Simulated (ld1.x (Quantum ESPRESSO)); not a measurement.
## Scattering properties, PAW potential for tungsten

```json
{
  "Element": "tungsten (W)",
  "Generator": "ld1.x (Quantum ESPRESSO) 7.5",
  "Type": "PAW",
  "Functional": "LDA (PZ)",
  "Relativity": "scalar-relativistic",
  "Frozen core": "[Kr] 4d10",
  "Valence charge": "28",
  "Reference configuration": "4f14 5s2 5p6 5d4 6s1.75 6p0.25",
  "Partial waves": "5s (bound): rcut 1.50, rcutus 1.75 bohr; 6s (bound): rcut 1.50, rcutus 1.75 bohr; 5p (bound): rcut 1.65, rcutus 1.90 bohr; 6p (bound): rcut 1.65, rcutus 1.90 bohr; 5d (bound): rcut 1.55, rcutus 1.80 bohr; 5d channel at 0.25 Ry: rcut 1.55, rcutus 1.80 bohr; 4f (bound): rcut 0.60, rcutus 0.70 bohr; 4f channel at -1.9 Ry: rcut 0.60, rcutus 0.70 bohr",
  "Local potential": "all-electron potential smoothed inside 0.60 bohr (lloc = -1)",
  "Core correction": "Bessel-smoothed model core, default radius (core density twice the valence density)",
  "Augmentation charge": "BESSEL, radius 0.70 bohr"
}
```

The phase is arctan(r·u′/u) with u = r·R(r), unwrapped; energies in Ry, scanned from -8 to 5 Ry. A pole is an energy at which the radial function vanishes at the test radius. The pseudo phase is shifted by a multiple of π to meet the all-electron one at the reference energy, and phase errors are pseudo minus all-electron; the curves can meet again beyond the range given. Levels narrower than the energy grid can be missing from the lists of poles. Where the grid stepped over a known ghost or core level, its pole and its step of π were put in at the level’s energy.

| channel | radius (bohr) | reference energy (Ry) | poles, all-electron | poles, pseudo | unbroken range about the reference energy with phases within 0.05 rad | phase error 1 Ry above the reference energy (rad) |
| --- | --- | --- | --- | --- | --- | --- |
| s | 2.04 | -0.46 | -5.62 | -5.61 | above -6.0 | -0.002 |
| p | 2.04 | -0.12 | -2.62 | -2.61 | -3.5 to 1.9 | -0.000 |
| d | 2.04 | -0.37 | 1.49 | -0.44, 1.50 | above -0.4 | +0.001 |
| f | 2.04 | -2.49 | -2.45 | -2.42 | not even at the reference energy | +0.001 |

A Bessel basis up to 400 Ry misses an occupied level by 0.03 Ry, so cutoffs were not judged. Note: ghost state, extra bound levels that the all-electron valence spectrum of the same l lacks: d at -6.0 eV (s, p not tested) (other channels not judged). Its overlap operator is not positive definite in a basis up to 400 Ry (lowest eigenvalue s -0.08, p -0.49), so the file is unfit for use: the generalised eigenproblem breaks down once the basis is large enough, and its test numbers describe a broken file. The potential misses its own reference levels by up to 0.4 eV.

Phases in the f channel:

```
E (Ry)  all-electron  pseudo
 -8.00         1.408   1.408
 -7.52         1.404   1.404
 -7.04         1.399   1.399
 -6.56         1.393   1.393
 -6.08         1.387   1.387
 -5.60         1.381   1.381
 -5.12         1.373   1.373
 -4.64         1.365   1.365
 -4.16         1.354   1.354
 -3.68         1.341   1.341
 -3.20         1.322   1.322
 -2.72         1.258   1.267
 -2.24        -1.772  -1.764
 -1.76        -1.823  -1.822
 -1.28        -1.851  -1.851
 -0.80        -1.881  -1.881
 -0.32        -1.916  -1.916
  0.16        -1.962  -1.962
  0.64        -2.026  -2.027
  1.12        -2.122  -2.123
  1.60        -2.279  -2.283
  2.08        -2.569  -2.579
  2.56        -3.102  -3.125
  3.04        -3.741  -3.766
  3.52        -4.148  -4.165
  4.00        -4.363  -4.376
  4.48        -4.488  -4.498
  4.96        -4.569  -4.578
```
